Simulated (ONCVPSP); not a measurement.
## Pseudopotential generation for Cu: ONCV, PBE, scalar-relativistic.

Input for ONCVPSP 4.0.1:

```
# ATOM AND REFERENCE CONFIGURATION
# atsym  z   nc   nv     iexc    psfile
  Cu 29.00    3    4        4      upf
#
#   n    l    f
    1    0    2.00
    2    0    2.00
    2    1    6.00
    3    0    2.00
    3    1    6.00
    3    2   10.00
    4    0    1.00
#
# PSEUDOPOTENTIAL AND OPTIMIZATION
# lmax
    2
#
#   l,   rc,      ep,       ncon, nbas, qcut
    0    0.95    0.00    4    7   12.50
    1    0.80    0.00    3    6   11.90
    2    0.85    0.00    4    9   17.10
#
# LOCAL POTENTIAL
# lloc, lpopt,  rc(5),   dvloc0
    4    5    0.65    1.00
#
# VANDERBILT-KLEINMAN-BYLANDER PROJECTORs
# l, nproj, debl
    0    2    3.20
    1    2    1.80
    2    1    2.40
#
# MODEL CORE CHARGE
# icmod, fcfact, rcfact
    3    1.75    1.35
#
# LOG DERIVATIVE ANALYSIS
# epsh1, epsh2, depsh
   -6.00    5.00    0.04
#
# OUTPUT GRID
# rlmax, drl
    6.00    0.01
#
# TEST CONFIGURATIONS
# ncnf
    4
# nvcnf
#   n    l    f
    4
    3    0    2.00
    3    1    6.00
    3    2   10.00
    4    0    0.00
#
    4
    3    0    2.00
    3    1    6.00
    3    2    9.00
    4    0    0.00
#
    4
    3    0    2.00
    3    1    6.00
    3    2    8.00
    4    0    0.00
#
    4
    3    0    1.00
    3    1    6.00
    3    2   10.00
    4    0    1.00
#
```

Command:

```bash
oncvpsp.x < Cu.dat > Cu.out
```

Resulting log (shortened: citation, most of the input echo, consistency checks and plot data are left out):

```
ONCVPSP  (Optimized Norm-Conservinng Vanderbilt PSeudopotential)
scalar-relativistic version 4.0.1

#   n    l    f        energy (Ha)
    1    0    2.00    -3.2527452E+02
    2    0    2.00    -3.9045224E+01
    2    1    6.00    -3.3698282E+01
    3    0    2.00    -4.2152924E+00
    3    1    6.00    -2.6512387E+00
    3    2   10.00    -1.8516466E-01
    4    0    1.00    -1.6941097E-01

Reference configufation results
  iterations    31
  all-electron total energy (Ha)   -1.65484922D+03

Begin loop to  construct optimized pseudo wave functions
and semi-local pseudopoentials for all angular momenta

Calculating optimized projector #   1

 for l=   0

    Fraction of norm inside rc  0.827054
    Optimizing pswf for qcut=  12.52 a_B^-1,  ecut=  78.34 Ha
    Residual kinetic energy error=  1.24D-05 Ha

    Energy error per electron        Cutoff
         Ha          eV             Ha
         0.01000     0.27211       48.72
         0.00100     0.02721       60.86
         0.00010     0.00272       70.14
         0.00001     0.00027       82.41

Calculating optimized projector #   2

 for l=   0

    Fraction of norm inside rc  0.022015
    Optimizing pswf for qcut=  12.52 a_B^-1,  ecut=  78.34 Ha
    Residual kinetic energy error=  2.41D-06 Ha

    Energy error per electron        Cutoff
         Ha          eV             Ha
         0.01000     0.27211       30.87
         0.00100     0.02721       49.30
         0.00010     0.00272       62.40
         0.00001     0.00027       72.97

WARNING wellstate: negative energy specified for n= 4 l=  1
WARNING scattering state with energy  0.25000000
WARNING will be used for the first projector

   Wellstate for l =  1  n =  4
     eigenvalue =   0.2500
     asymptotic potential =   0.7500
     half-point radius =  3.6038

Calculating optimized projector #   1

 for l=   1

    Fraction of norm inside rc  0.627218
    Optimizing pswf for qcut=  11.88 a_B^-1,  ecut=  70.59 Ha
    Residual kinetic energy error=  9.96D-05 Ha

    Energy error per electron        Cutoff
         Ha          eV             Ha
         0.01000     0.27211       33.97
         0.00100     0.02721       42.02
         0.00010     0.00272       70.53
         0.00001     0.00027      208.25

Calculating optimized projector #   2

 for l=   1

    Fraction of norm inside rc  0.031435
    Optimizing pswf for qcut=  11.88 a_B^-1,  ecut=  70.59 Ha
    Residual kinetic energy error=  1.10D-05 Ha

    Energy error per electron        Cutoff
         Ha          eV             Ha
         0.01000     0.27211       24.97
         0.00100     0.02721       34.63
         0.00010     0.00272       42.85
         0.00001     0.00027       71.69

Calculating optimized projector #   1

 for l=   2

    Fraction of norm inside rc  0.491500
    Optimizing pswf for qcut=  17.08 a_B^-1,  ecut= 145.90 Ha
    Residual kinetic energy error=  4.03D-05 Ha

    Energy error per electron        Cutoff
         Ha          eV             Ha
         0.01000     0.27211       98.84
         0.00100     0.02721      118.35
         0.00010     0.00272      134.81

Construct Vanderbilt / Kleinmman-Bylander projectors

B matrix Hermiticity error, ll=   0
   1   2    4.4388E-04

  Orthonormal projector coefficients  3.0758E+01  3.9945E+00

B matrix Hermiticity error, ll=   1
   1   2    3.5236E-04

  Orthonormal projector coefficients  1.3306E+01  2.2479E+00

Model core correction analysis
  based on d2Exc/dn_idn_j

d2excae - all-electron derivatives

   -4.338144D-02   -4.014180D-02   -2.757816D-02   -1.541291D-03
   -4.014198D-02   -3.848482D-02   -2.725529D-02   -1.864240D-03
   -2.757852D-02   -2.725551D-02   -2.460790D-02   -7.274296D-03
   -1.541147D-03   -1.863896D-03   -7.272240D-03   -3.482237D-02

d2excps - pseudofunction derivatives with no core correction

   -4.306725D-02   -4.094975D-02   -3.060198D-02   -1.558700D-03
   -4.094976D-02   -3.911471D-02   -2.999676D-02   -1.914193D-03
   -3.060223D-02   -2.999694D-02   -2.623664D-02   -7.406247D-03
   -1.558544D-03   -1.913846D-03   -7.404193D-03   -3.482255D-02

rms 2nd derivative error    1.537273E-03

rmatch, rhocmatch    0.3458   85.1709

Teter function model core charge with specified parameters

d2excps - pseudofunction derivatives with core correction

   -4.172068D-02   -3.966195D-02   -2.968460D-02   -1.483832D-03
   -3.966204D-02   -3.803002D-02   -2.918501D-02   -1.843615D-03
   -2.968485D-02   -2.918518D-02   -2.557274D-02   -7.357910D-03
   -1.483680D-03   -1.843267D-03   -7.355857D-03   -3.481855D-02

rms 2nd derivative error    1.137407E-03

Pseudoatom total energy -196.641927

Diagnostic tests using Vanderbilt-Kleinman-Bylander pseudopotentials
  1 or more projectors used as specified by nproj input data

   l    rcore       rmatch      e in        delta e   norm test  slope test

   0   0.9503571   0.9792120  -4.2152924  -0.0000201   1.0002310   1.0002486
   0   0.9503571   0.9792120  -0.1694110   0.0000091   1.0001153   1.0000966

   1   0.8037914   0.8281963  -2.6512387  -0.0000075   1.0002218   1.0003259
   1   0.8037914   0.8281963   0.2500000   0.0000919   1.0005043   1.0005043

   2   0.8533421   0.8792514  -0.1851647   0.0000168   1.0000103   1.0000095

 Testing for bound ghosts
   n   l    E NL Schr. Eq   E Basis Diag.   E Cutoff

   1   0       -4.215312       -4.215203    209.12
   2   0       -0.169402        0.379601    209.12

   2   1       -2.651246       -2.646667    238.51

   3   2       -0.185148       -0.131940    472.25

 Testing for highly-localized positive-energy ghosts
       l    <radius>/rc     E Basis Diag.   E Cutoff

       0        0.857789       26.540435    209.12  WARNING - GHOST(+)

Test configuration 0

   n   l     f        eae           eps        diff
   1   0  2.0000 -325.27451999
   2   0  2.0000  -39.04522397
   2   1  6.0000  -33.69828223
   3   0  2.0000   -4.21529237   -4.21531245   -2.01D-05
   3   1  6.0000   -2.65123870   -2.65124615   -7.45D-06
   3   2 10.0000   -0.18516466   -0.18514782    1.68D-05
   4   0  1.0000   -0.16941097   -0.16940186    9.11D-06

    Total energies and differences
      AE_ref= -1.65484922D+03  AE_tst= -1.65484922D+03  dif=  0.00D+00
      PS_ref= -1.96641927D+02  PS_tst= -1.96641927D+02  dif=  0.00D+00
      PSP excitation error=  0.00D+00

Test configuration 1

   n   l     f        eae           eps        diff
   1   0  2.0000 -325.59186900
   2   0  2.0000  -39.35290449
   2   1  6.0000  -34.00678728
   3   0  2.0000   -4.53200588   -4.53168598    3.20D-04
   3   1  6.0000   -2.96913099   -2.96879986    3.31D-04
   3   2 10.0000   -0.50194273   -0.50191625    2.65D-05

    Total energies and differences
      AE_ref= -1.65484922D+03  AE_tst= -1.65454971D+03  dif=  3.00D-01
      PS_ref= -1.96641927D+02  PS_tst= -1.96342467D+02  dif=  2.99D-01
      PSP excitation error=  5.25D-05

Test configuration 2

   n   l     f        eae           eps        diff
   1   0  2.0000 -326.21755518
   2   0  2.0000  -39.99094519
   2   1  6.0000  -34.64342349
   3   0  2.0000   -5.15541721   -5.15564295   -2.26D-04
   3   1  6.0000   -3.58743895   -3.58765634   -2.17D-04
   3   2  9.0000   -1.08881248   -1.08888894   -7.65D-05

    Total energies and differences
      AE_ref= -1.65484922D+03  AE_tst= -1.65376575D+03  dif=  1.08D+00
      PS_ref= -1.96641927D+02  PS_tst= -1.95558442D+02  dif=  1.08D+00
      PSP excitation error= -1.67D-05

Test configuration 3

psatom: WARNING lschvkbb convergence error n,l,iter=   3   2   3
ea(ii),et,emin,emax -1.851478E-01 -2.036626E-01 -2.036626E-01 -2.036626E-01
run_config: WARNING for fully non-local PS atom, stg. 1
 WARNING no output for configuration 4

Test configuration 4

   n   l     f        eae           eps        diff
   1   0  2.0000 -326.01798412
   2   0  2.0000  -39.67182479
   2   1  6.0000  -34.33460097
   3   0  1.0000   -4.80149043   -4.80074236    7.48D-04
   3   1  6.0000   -3.23221452   -3.23046222    1.75D-03
   3   2 10.0000   -0.72857784   -0.72927251   -6.95D-04
   4   0  1.0000   -0.50270276   -0.50242401    2.79D-04

    Total energies and differences
      AE_ref= -1.65484922D+03  AE_tst= -1.65035718D+03  dif=  4.49D+00
      PS_ref= -1.96641927D+02  PS_tst= -1.92149357D+02  dif=  4.49D+00
      PSP excitation error= -5.28D-04
```

The run took about 2.8 s on one core of a shared server CPU.
